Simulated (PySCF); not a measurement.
## CdC: input and log

State: ³Σ⁻ (triplet), unpaired electrons π ↑↑.

An equivalent input (the run itself took its basis sets from the Basis Set Exchange, started from a PBE0 density and held the occupation σ 6α 6β, πx 3α 2β, πy 3α 2β, δx 1α 1β, δy 1α 1β):

```python
from pyscf import gto, dft
mol = gto.M(atom='Cd 0 0 0; C 0 0 2.186', basis={'Cd': 'def2-SVP', 'C': 'def2-SVP'}, ecp={'Cd': 'def2-SVP'},
            charge=0, spin=2, verbose=4, symmetry='C2v')
mf = dft.UKS(mol, xc='PBE')
mf.grids.atom_grid = (80, 434)
mf.grids.prune = dft.gen_grid.treutler_prune
mf.irrep_nelec = {'A1': (7, 7), 'A2': (1, 1), 'B1': (3, 2), 'B2': (3, 2)}
mf.conv_tol = 1e-9
mf.max_cycle = 60
mf.diis_space = 10
mf.kernel()
```

The log (some set-up lines and the per-cycle HOMO/LUMO lines removed):

```
******** <class 'pyscf.dft.uks_symm.SymAdaptedUKS'> ********
method = SymAdaptedUKS
damping factor = 0
level_shift factor = 0
DIIS = <class 'pyscf.scf.diis.CDIIS'>
diis_start_cycle = 1
diis_space = 10
diis_damp = 0
SCF conv_tol = 1e-09
SCF conv_tol_grad = None
SCF max_cycles = 60
number electrons alpha = 14  beta = 12
Set gradient conv threshold to 3.16228e-05
init E= -205.540438051353
cycle= 1 E= -205.542692040492  delta_E= -0.00225  |g|= 0.0359  |ddm|= 0.165
cycle= 2 E= -205.541333478718  delta_E= 0.00136  |g|= 0.0568  |ddm|= 0.126
cycle= 3 E= -205.54228352227  delta_E= -0.00095  |g|= 0.0412  |ddm|= 0.131
cycle= 4 E= -205.543614861507  delta_E= -0.00133  |g|= 0.00485  |ddm|= 0.0673
cycle= 5 E= -205.543676489175  delta_E= -6.16e-05  |g|= 0.00285  |ddm|= 0.0307
cycle= 6 E= -205.543697704179  delta_E= -2.12e-05  |g|= 0.00042  |ddm|= 0.0204
cycle= 7 E= -205.543697903724  delta_E= -2e-07  |g|= 0.000186  |ddm|= 0.00229
cycle= 8 E= -205.543697928483  delta_E= -2.48e-08  |g|= 4.81e-05  |ddm|= 0.000405
cycle= 9 E= -205.543697930818  delta_E= -2.33e-09  |g|= 9.75e-06  |ddm|= 0.000142
cycle= 10 E= -205.543697930902  delta_E= -8.4e-11  |g|= 3.48e-07  |ddm|= 1.67e-05
Extra cycle  E= -205.543697930901  delta_E= 6.54e-13  |g|= 1.02e-06  |ddm|= 2.65e-06
converged SCF energy = -205.543697930901  <S^2> = 2.056631  2S+1 = 3.0375194
```

Repeating this along the bond gives Re = 2.161 Å and ωe = 415 cm⁻¹.

A point of this curve took 0.62 CPU seconds beside 0.075 for the integrals (shared host).

Spin–orbit coupling is left out. The state was picked by a PBE0 search and need not be the measured ground state.
